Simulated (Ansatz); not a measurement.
# Worked example: hopping rate and mobility from the reorganisation energy

chrysene (C18H12), SMILES c1cc2c3c(c4ccccc4cc3)ccc2cc1.

The structure is a stationary point at B3LYP-D3(BJ)/def2-SVP.

Four-point relaxation energies from B3LYP-D3(BJ)/def2-SVP (Ansatz, a program for electronic structure), gas phase: hole: ion 78 meV, neutral 81 meV. Assume, for the exercise, a transfer integral of 50 meV, an outer reorganisation energy of 0 meV, equal site energies, a hop of 5.0 Å along one direction and 298.15 K (kT = 25.69 meV).

Find the Marcus rate and the mobility.


k = (2π/ħ) t² (4π λ kT)^(−1/2) exp(−λ/4kT), ħ = 6.582×10⁻¹³ meV s; for a chain D = k a² and μ = e D/kT.
Hole: λ = 78 + 81 + 0 = 159 meV, barrier λ/4 = 40 meV, k = 2.2e13 s⁻¹, μ = 2.2 cm²/(V s).
Where t approaches λ/2 the carrier no longer hops and the formula overstates localisation. Disorder and quantum modes are left out.
